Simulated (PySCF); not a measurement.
**[Tb(NH3)3]3+: from a saddle point downhill**

PySCF 2.14.0, RKS PBE0, Tb lcecp-1-SVP with ECP54, N def2-SVP, H def2-SVP; non-relativistic Hamiltonian with scalar-relativistic core potentials where named; density fitting; no spin-orbit coupling. Relaxed within the symmetry of its start, the geometry (C3h) is

```xyz
13

Tb    0.0000    0.0000    0.0000
N     2.4184    0.0009    0.0000
H     2.8692   -0.4677    0.8084
H     2.8692   -0.4677   -0.8084
H     2.8694    0.9346    0.0000
N    -1.2100    2.0940    0.0000
H    -1.0296    2.7186    0.8084
H    -1.0296    2.7186   -0.8084
H    -2.2441    2.0177    0.0000
N    -1.2084   -2.0949    0.0000
H    -1.8396   -2.2510    0.8084
H    -1.8396   -2.2510   -0.8084
H    -0.6253   -2.9523    0.0000
```

and its lowest harmonic modes are -43, -40, -40, -40, 82, 82 cm⁻¹ (negative: unstable). It was moved along the lowest mode and relaxed again, within the group C3 that the move left.

(1) Where does it end, and how much lower?

(2) How do the contacts change?

(3) Is the end a minimum?

An lcecp potential fixes the number of 4f electrons, so in runs with it no electron can move into or out of that shell.

State: singlet in the valence, with the 4f electrons in the core potential.

## Answers

(1) In C3, 0.038 eV lower, after 15 steps:
```xyz
13

Tb    0.0000    0.0000   -0.7310
N     2.2833   -0.0009    0.0381
H     2.4964   -0.6116    0.8485
H     2.9817   -0.3081   -0.6656
H     2.6573    0.9175    0.3403
N    -1.1409    1.9779    0.0381
H    -0.7186    2.4678    0.8485
H    -1.2240    2.7363   -0.6656
H    -2.1233    1.8425    0.3403
N    -1.1424   -1.9770    0.0381
H    -1.7779   -1.8562    0.8485
H    -1.7577   -2.4282   -0.6656
H    -0.5340   -2.7600    0.3403
```

(2) 
```tsv
contact	saddle (Å)	end (Å)
Tb1–N2 (NH3)	2.418	2.409
Tb1–N6 (NH3)	2.418	2.409
Tb1–N10 (NH3)	2.418	2.409
```


(3) Probably not: 3 of the modes stay unstable (below −25 cm⁻¹), though so soft as to be near the noise; lowest modes -38, -38, -31, 54, 78, 78 cm⁻¹.
